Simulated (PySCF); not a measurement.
## Exercise with solution: entropy of an ideal gas

WO₂Cl₂, SMILES [O]=[W](=[O])([Cl])[Cl], multiplicity 1.

Geometry optimised at B3LYP-D3(BJ)/def2-SVP. The multiplicity is an assumed one; other spin states were not compared. The isomer is the one that the SMILES or the coordinates give; other isomers of the formula were not compared. The def2 effective core potentials stand for the cores of W; spin–orbit coupling is left out.

PySCF with B3LYP-D3(BJ)/def2-SVP gives the harmonic wavenumbers 111, 158, 212, 225, 344, 416, 423, 1006, 1042 cm⁻¹ and the rotational temperatures 0.1267, 0.0759, 0.0619 K. The molar mass is 286.74 g/mol, the symmetry number 2, the spin multiplicity 1.

Task: Work out the entropy at 298.15 K and 1 atm in the rigid-rotor, harmonic-oscillator model.

Result: 
Translation (Sackur–Tetrode at 1 atm): S = R[1.5 ln M + 2.5 ln T − 1.16487] = 179.3 J/(mol K).
Rotation: q = (√π/σ) T^1.5/√(θA θB θC) = 187000, S = R[ln q + 3/2] = 113.4 J/(mol K).
Vibration: with u = 1.4388 ν/T, each mode gives R[u/(e^u − 1) − ln(1 − e^−u)]:
```tsv
ν (cm⁻¹)	modes	u	S (J/(mol K))
111	1	0.54	13.60
158	1	0.76	10.77
212	1	1.02	8.48
225	1	1.09	8.03
344	1	1.66	4.99
416	1	2.01	3.79
423	1	2.04	3.69
1006	1	4.85	0.38
1042	1	5.03	0.33
```
These are all the modes. Sum 54.1 J/(mol K).
Spin: R ln 1 = 0.0 J/(mol K).
Total 346.8 J/(mol K); the program's own thermochemistry gives 346.8. Translation makes up 52 % and vibration 16 %. Anharmonicity, hindered rotation and orbital degeneracy are left out.
